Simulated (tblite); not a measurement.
C8H5O (doublet state).
Numbering: `[CH:1]#[C:2][c:3]1[cH:4][cH:5][cH:6][c:7]([O:8])[cH:9]1` (hydrogens: H10 on C1; H11 on C4; H12 on C5; H13 on C6; H14 on C9)

Method: GFN2-xTB as coded in tblite; computed harmonic values from a numerical Hessian at the method's own geometry, unscaled. Errors from tens to a few hundred cm⁻¹ against measured bands are possible. Open shells enter through the occupations alone, without spin polarisation, and single modes of such species can be off by tens of per cent.

Harmonic wavenumbers (cm⁻¹): 119.1, 125.9, 154.2, 299.0, 384.8, 396.8, 428.9, 496.2, 504.5, 527.7, 625.3, 669.6, 674.2, 712.2, 736.7, 787.8, 874.9, 921.0, 921.4, 974.4, 1103.3, 1159.5, 1172.3, 1217.8, 1266.2, 1345.0, 1390.0, 1501.7, 1536.1, 1556.5, 2257.4, 3073.2, 3094.4, 3098.2, 3102.1, 3392.1.

A = 3550, B = 1232, C = 914.7 MHz; mass 117.034 u (most abundant isotopes); point group Cs, symmetry number 1; spin multiplicity 2.

Question: Zero-point energy?

Answer: Half the sum of the wavenumbers: 21300 cm⁻¹ = 254.81 kJ/mol.

Question: What is S at 273.15 K and 1 bar for an ideal gas of classical rigid rotors and harmonic oscillators?

Answer: Translation 166.43, rotation 119.31, vibration 65.32, spin (R ln 2) 5.76: S = 356.8 J/(mol K).

Question: And Cp and H(273.15 K) − H(0)?

Answer: Cp = 124.01 J/(mol K), of which vibrations give 90.75 (their classical limit is 36 R = 299.3); H(273.15 K) − H(0) = 19.88 kJ/mol without the zero-point energy, 10.79 from vibrations.

Question: How do the functions run with temperature in this model?

Answer: 
```tsv
T (K)	S (J/(mol K))	Cp (J/(mol K))	H − H(0) (kJ/mol)	G − H(0) (kJ/mol)	ln q(vib)
100	271.8	57.6	4.27	-22.91	0.52
200	322.8	95.3	11.85	-52.72	1.89
300	368.9	134.0	23.34	-87.33	3.58
500	452.4	193.3	56.52	-169.66	7.33
800	555.4	243.7	122.88	-321.44	12.97
1000	612.1	264.0	173.77	-438.33	16.47
```

q(vib) and H(0) count from the zero-point level.

Question: Blend soft modes into free rotors: weight 1/[1 + (100 cm⁻¹/ν̃)⁴] for the oscillator and the rest for a rotor with moment μB/(μ + B), μ = h/(8π²ν), B = 10⁻⁴⁴ kg m². What vibrational entropy results?

Answer: 64.47 J/(mol K) in place of 65.32, which changes −T·S at 273.15 K by +0.23 kJ/mol.

Question: Which modes carry the vibrational entropy at 273.15 K?

Answer: 119.1 cm⁻¹: 12.33; 125.9 cm⁻¹: 11.88; 154.2 cm⁻¹: 10.27; 299.0 cm⁻¹: 5.35; 384.8 cm⁻¹: 3.73; 396.8 cm⁻¹: 3.55 J/(mol K); the other 30 give 18.22 together.

Hindered rotation and anharmonicity are outside this model.
